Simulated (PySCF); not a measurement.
**Static response to an electric field**

Compound: C5H7NOSi.
Structure used (PBE0-D3(BJ)/def2-SVP), in Å, numbered top down from 1:
```xyz
15
C5H7NOSi angstrom
Si     2.167    0.205   -0.211
O      0.763   -0.724   -0.293
C     -0.511   -0.323   -0.154
C     -1.529   -1.271   -0.294
C     -2.848   -0.853   -0.148
N     -3.208    0.401    0.121
C     -2.234    1.295    0.251
C     -0.878    0.998    0.126
H      2.292    0.835    1.136
H      3.271   -0.755   -0.455
H      2.140    1.269   -1.257
H     -1.275   -2.309   -0.515
H     -3.659   -1.582   -0.256
H     -2.539    2.325    0.471
H     -0.130    1.786    0.247
```

Level: wB97X-D/def2-SVPD (PySCF), static field, nuclei fixed, core orbitals frozen in the response. The polarisability tensor in these axes (au):

```
x   120.04   1.26  -2.67
y     1.26  95.14   6.31
z    -2.67   6.31  64.62
```

Question: Give the principal values, the mean and the anisotropy Δα = √{½[(α1 − α2)² + (α2 − α3)² + (α1 − α3)²]}.

Answer: Principal values 63.22, 96.37 and 120.20 au; mean 93.27 au = 13.82 Å³ = 15.38 × 10⁻⁴⁰ C²·m²/J; Δα = 49.57 au (53 % of the mean).

Question: What is the dipole moment, and where does it point?

Answer: (2.79, 0.14, -0.13) D, 2.80 D in size, pointing from the negative to the positive side. Measured along this direction, the outermost atoms are H13 at the negative end and H10 at the positive end.

Question: Give the eigenvalues of the traceless quadrupole moment Θ = ½Σq(3rr − r²1), origin at the centre of nuclear charge.

Answer: -7.58, -2.73, 10.31 D·Å. The values depend on the origin, since the dipole doesn't vanish. The electronic extent ⟨r²⟩ about the same centre is 1293 bohr², a root-mean-square distance of 2.34 Å for the 66 electrons.

Question: Find the Langevin capture rate constant for NO+ (29.998 u) meeting this molecule (125.030 u), k = 2.342 × 10⁻⁹ cm³/s × √(α in Å³ / reduced mass in u).

Answer: The reduced mass is 24.19 u, so k = 1.77 × 10⁻⁹ cm³/s. The formula leaves out the permanent dipole, which adds to the capture rate.

Question: Along which axes do the principal values lie, and how far do the nuclei extend along each?

Answer: Largest value along (1.00, 0.04, -0.04), where the nuclei span 6.96 Å; middle along (-0.03, 0.98, 0.20), 4.77 Å; least along (0.05, -0.20, 0.98), 2.44 Å. The response follows the extents in order.

Question: What would n − 1 = 2πNα be for an ideal gas of these molecules at 298.15 K and 1 atm, electronic part alone?

Answer: N = p/kT = 2.4615 × 10¹⁹ cm⁻³, so n − 1 = 2π × N × 13.82 × 10⁻²⁴ cm³ = 2137 × 10⁻⁶ at long wavelengths, for an ideal gas.

Geometry: PBE0-D3(BJ)/def2-SVP, one conformer, isolated molecule.
